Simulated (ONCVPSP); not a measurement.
# Pseudopotential generation for calcium (Ca): ONCV, LDA (Perdew-Wang 92), scalar-relativistic.

calcium (Ca), optimised norm-conserving Vanderbilt (ONCV), made with ONCVPSP 4.0.1 (LDA (Perdew-Wang 92), scalar-relativistic). Core [Ne], reference 3s2 3p6 4s1 (charge +1). Waves: 3s+4s: rc 2.20 bohr, ncon 4, nbas 9, qcut 5 1/bohr, 2 projectors; 3p: rc 1.55 bohr, ncon 4, nbas 8, qcut 9.8 1/bohr, 3 projectors, debl 1.1 Ha; d scattering state at 0.34 Ha: rc 1.70 bohr, ncon 4, nbas 7, qcut 5.2 1/bohr, 2 projectors, debl 0.8 Ha. Local part: polynomial inside 1.50 bohr (lpopt 5, dvloc0 6 Ha). Core correction: Teter function, fcfact 2.75, rcfact 1.55.

In the p channel the program set the typed energies aside and used -1.283, 0.250, 1.350 Ha. In the d channel the program set the typed energies aside and used -0.316, 0.484 Ha.

Results:

```
Cutoffs needed             : 14 Ha and 26 Ha (the cutoffs (Ha) at which the residual kinetic energy of the hardest occupied pseudo-wave falls to 1 and 0.1 mHa per electron) The cutoffs count occupied waves only; projector 1 of the d channel, the hardest unoccupied one, needs 56 Ha at the loose tolerance.
Ghost test                 : no bound ghost flagged; no localised positive-energy state flagged
Largest excitation error   : +3.9 meV (all-electron minus pseudo) for 3s2 3p6 3d0.5 4s1.5, out of 4 test configurations
rms error of d²Exc/dni dnj : 3.78 mHa without and 0.68 mHa with the model core
```

Generation and tests took about 5.7 s on one core of a shared server CPU.
